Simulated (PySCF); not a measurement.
1-chloroheptafluoropropane, C₃ClF₇.
Bonds: F1–C2, C2–F3, C2–F4, C2–C5, C5–F6, C5–F7, C5–C8, C8–F9, C8–F10, C8–Cl11.

The same species was optimised twice, with GFN2-xTB and with PBE0-D3(BJ)/def2-SVP (PySCF), and the same property calculations (PySCF, gas phase) were run on both structures.

| coordinate | GFN2-xTB | PBE0-D3(BJ)/def2-SVP | change |
| --- | --- | --- | --- |
| C8–Cl11 (Å) | 1.775 | 1.761 | -0.014 |
| C2–C5 (Å) | 1.562 | 1.549 | -0.013 |
| C8–F10 (Å) | 1.337 | 1.328 | -0.009 |
| C5–F6 (Å) | 1.343 | 1.335 | -0.008 |
| C5–F7 (Å) | 1.343 | 1.335 | -0.008 |
| C8–F9 (Å) | 1.337 | 1.328 | -0.009 |
| C5–C8 (Å) | 1.555 | 1.548 | -0.007 |
| C2–F3 (Å) | 1.328 | 1.323 | -0.005 |
| C2–F4 (Å) | 1.328 | 1.323 | -0.005 |
| F1–C2 (Å) | 1.327 | 1.324 | -0.003 |
| F6–C5–F7 (°) | 107.4 | 109.7 | +2.3 |
| F9–C8–F10 (°) | 107.0 | 108.7 | +1.7 |
| F1–C2–C5 (°) | 110.1 | 108.6 | -1.5 |
| C2–C5–C8 (°) | 113.6 | 114.8 | +1.2 |
| F3–C2–F4 (°) | 108.2 | 109.2 | +1.0 |
| C2–C5–F6 (°) | 108.4 | 107.5 | -0.9 |
| C2–C5–F7 (°) | 108.5 | 107.6 | -0.9 |
| F1–C2–F3 (°) | 108.1 | 109.0 | +0.9 |
| F1–C2–C5–F6 (°) | 58 | 59 | +1 |
| C2–C5–C8–F9 (°) | -59 | -59 | 0 |

Rotational constants: A = 1607, B = 750.0, C = 698.5 MHz (GFN2-xTB) against A = 1631, B = 757.7, C = 712.3 MHz (PBE0-D3(BJ)/def2-SVP). Point groups within 0.08 Å: Cs and Cs.

On the GFN2-xTB structure: lowest singlet, TDDFT (eV) 7.50 [B3LYP/def2-SVPD]; lowest triplet, Tamm–Dancoff (eV) 6.69 [B3LYP/def2-SVPD]; isotropic polarisability (au) 58.1 [B3LYP/def2-SVPD]; HOMO (eV) -9.97 [B3LYP/def2-SVPD]; LUMO (eV) -1.09 [B3LYP/def2-SVPD]; dipole (D) 0.50 [B3LYP/def2-SVPD]; HOMO (eV) -10.22 [PBE0/pcSseg-1]; LUMO (eV) -0.48 [PBE0/pcSseg-1]; dipole (D) 0.35 [PBE0/pcSseg-1]; GIAO shielding of F1/F3/F4 (mean) (ppm) 263.5 [PBE0/pcSseg-1]; GIAO shielding of C2 (ppm) 59.6 [PBE0/pcSseg-1]; GIAO shielding of C5 (ppm) 72.4 [PBE0/pcSseg-1]; GIAO shielding of F6/F7 (mean) (ppm) 310.2 [PBE0/pcSseg-1]; GIAO shielding of C8 (ppm) 50.5 [PBE0/pcSseg-1]; GIAO shielding of F9/F10 (mean) (ppm) 245.6 [PBE0/pcSseg-1]; GIAO shielding of Cl11 (ppm) 622.2 [PBE0/pcSseg-1].

What do these properties become on the PBE0-D3(BJ)/def2-SVP structure?

```tsv
property	level	on GFN2-xTB	on PBE0-D3(BJ)/def2-SVP	change
lowest singlet, TDDFT (eV)	B3LYP/def2-SVPD	7.50	7.66	+0.16
lowest triplet, Tamm–Dancoff (eV)	B3LYP/def2-SVPD	6.69	6.85	+0.16
isotropic polarisability (au)	B3LYP/def2-SVPD	58.1	57.4	-0.7
HOMO (eV)	B3LYP/def2-SVPD	-9.97	-9.94	+0.03
LUMO (eV)	B3LYP/def2-SVPD	-1.09	-0.91	+0.18
dipole (D)	B3LYP/def2-SVPD	0.50	0.43	-0.07
energy, GFN2-xTB geometry as zero (kcal/mol)	B3LYP/def2-SVPD	0.0	0.2	+0.2
HOMO (eV)	PBE0/pcSseg-1	-10.22	-10.18	+0.04
LUMO (eV)	PBE0/pcSseg-1	-0.48	-0.27	+0.21
dipole (D)	PBE0/pcSseg-1	0.35	0.28	-0.07
energy, GFN2-xTB geometry as zero (kcal/mol)	PBE0/pcSseg-1	0.0	-0.7	-0.7
GIAO shielding of F1/F3/F4 (mean) (ppm)	PBE0/pcSseg-1	263.5	269.0	+5.5
GIAO shielding of C2 (ppm)	PBE0/pcSseg-1	59.6	60.9	+1.3
GIAO shielding of C5 (ppm)	PBE0/pcSseg-1	72.4	74.7	+2.3
GIAO shielding of F6/F7 (mean) (ppm)	PBE0/pcSseg-1	310.2	317.5	+7.3
GIAO shielding of C8 (ppm)	PBE0/pcSseg-1	50.5	53.4	+2.9
GIAO shielding of F9/F10 (mean) (ppm)	PBE0/pcSseg-1	245.6	253.6	+8.0
GIAO shielding of Cl11 (ppm)	PBE0/pcSseg-1	622.2	640.3	+18.1
```

The heavy atoms differ by 0.029 Å rms after alignment. Among bonds between heavy atoms C2–C5 and C8–Cl11 change most and about equally (-0.014 to -0.013 Å). Changes are differences of the printed values. Neither structure is proved a minimum here.

Shape of the structure used: `[F:1][C:2]([F:3])([F:4])[C:5]([F:6])([F:7])[C:8]([F:9])([F:10])[Cl:11]`: F1–C2–C5–F6 59°, C2–C5–C8–F9 -59°.
